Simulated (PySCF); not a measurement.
# Dipole response of Ar⁺ (argon, charge +1)

[Ne] 3s2 3p5, 2P determinant. All numbers are calculated (PySCF 2.14, the non-relativistic Hamiltonian (point nucleus), in dyall-av3z (19s12p3d2f, 84 functions)). Coupled (time-dependent) response in atomic units; α is the mean over directions.

```
method  mean α (bohr³)         α xx, yy, zz  C₆ (like pair)  S(−4)
   UHF           6.717  6.609, 6.770, 6.770           30.35  9.112
   PBE           6.984  6.796, 7.078, 7.078           31.81  10.29
  PBE0           6.858  6.700, 6.938, 6.938           31.10  9.749
 TPSSh           6.870  6.702, 6.953, 6.953           31.37  9.704
 HSE06           6.866  6.703, 6.947, 6.947           31.14  9.772
```

S(−4) is the Cauchy moment in α(ω) = α(0) + S(−4) ω² + …

α(iu) at TPSSh:

```json
{"u (hartree)": "0", "α(iu) (bohr³)": "6.870"}
{"u (hartree)": "0.0500", "α(iu) (bohr³)": "6.846"}
{"u (hartree)": "0.100", "α(iu) (bohr³)": "6.774"}
{"u (hartree)": "0.200", "α(iu) (bohr³)": "6.506"}
{"u (hartree)": "0.300", "α(iu) (bohr³)": "6.108"}
{"u (hartree)": "0.500", "α(iu) (bohr³)": "5.135"}
{"u (hartree)": "0.750", "α(iu) (bohr³)": "3.956"}
{"u (hartree)": "1.00", "α(iu) (bohr³)": "3.022"}
{"u (hartree)": "1.50", "α(iu) (bohr³)": "1.837"}
{"u (hartree)": "2.00", "α(iu) (bohr³)": "1.203"}
{"u (hartree)": "3.00", "α(iu) (bohr³)": "0.6205"}
{"u (hartree)": "5.00", "α(iu) (bohr³)": "0.2548"}
```

For an ion, C₆ is the dispersion term alone; charge-induced terms of lower order in 1/R come first.

The components differ because the open shell of this determinant is not spherical; for a pure term their mean is the scalar polarisability.
